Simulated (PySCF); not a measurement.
CH₄ClNOSi₂, SMILES O[Si@@]1(Cl)N=C[SiH2]1.

Geometry: TPSSh-D3(BJ)/def2-SVP. The structure was generated by enumeration; whether it is a known compound was not checked. The values are those of a single conformer.

These are PySCF with HF/def2-TZVP values and carry that method's errors.

Gas-phase values at a fixed geometry.

Computed frontier levels, gap, dipole moment and polarisability:
```
Quantity                                                                                                        Result
---------------------------------------------------------------------------------------------  -----------------------
highest occupied level                                                                                       -10.38 eV
lowest empty level                                                                                             2.58 eV
orbital gap                                                                                                   12.96 eV
dipole moment                                                                                                   1.69 D
quadrupole, principal values (traceless, Buckingham form, about the centre of nuclear charge)  -7.63, -5.48, 13.11 D·Å
mean static polarisability                                                                       76.0 bohr³ (11.26 Å³)
polarisability, principal values                                                                65.1, 69.0, 93.9 bohr³
```
